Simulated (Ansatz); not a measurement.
Molecule: C2H8ClSi2 (charge 0, doublet). It need not be the lowest isomer of its formula. 
Geometry from a B3LYP-D3(BJ)/def2-TZVP (Ansatz, an electronic-structure program) optimisation:
```
Si
C 1 1.8846
H 2 1.0904 1 110.85
H 2 1.0917 3 108.35 1 -121.95
H 2 1.0943 3 108.16 4 -116.72
C 1 1.8883 2 111.45 3 177.00
H 6 1.0908 1 111.52 2 -179.19
H 6 1.0919 7 108.02 1 121.76
H 6 1.0943 7 108.13 8 116.39
Si 1 2.3359 2 111.30 3 50.68
H 10 1.4811 1 112.07 2 -169.21
H 10 1.4861 11 107.75 1 127.63
Cl 10 2.0845 11 107.75 12 114.28
```
Charge 0, spin multiplicity 2.

Basis-set convergence of Hartree-Fock and CCSD(T) correlation energies (hartree) with Ansatz. Cores are frozen in the correlated levels unless marked. UHF or UKS for open shells. Spin-orbit coupling is left out. No relativistic terms.

```csv
basis,functions,E(HF),"E(corr, CCSD(T))"
cc-pV(D+d)Z,137,-1117.80964,-0.70263
cc-pV(T+d)Z,289,-1117.87624,-0.87522
cc-pV(Q+d)Z,542,-1117.89108,-0.93039
```

Extrapolating the two largest sets (X = 3 and 4) as X^-3: E(corr) = (64·(-0.93039) - 27·(-0.87522))/37 = -0.9706 Eh, an estimate of the basis-set limit. The largest set recovers 95.9 % of it, the smallest 72.4 %.
